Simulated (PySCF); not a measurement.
Al(H)(Cl)(OEt) (C₂H₆AlClO), SMILES CC[O][AlH][Cl]. Coordinates come from a ωB97X-D3(BJ)/def2-SVP optimisation. The structure was generated by enumeration; whether it is a known compound was not checked. The values are those of a single conformer.

Question: Give the equilibrium geometry at ωB97X-D3(BJ)/def2-SVP (PySCF confirms it by a frequency run) as a Z-matrix. (An estimate is asked for; the answer gives what the named calculation found.)

Answer: One answer among several that fit: 
```
C
H 1 1.1040
H 1 1.1063 2 106.93
O 1 1.4069 2 108.07 3 -118.57
C 1 1.5221 2 110.07 3 119.12
H 5 1.1018 1 110.93 2 -57.61
H 5 1.1018 6 108.27 1 -121.24
H 5 1.1024 6 108.05 7 -117.40
Al 4 1.6872 1 137.45 2 176.26
H 9 1.5637 4 120.06 1 175.98
Cl 9 2.1030 10 121.14 4 -179.70
```
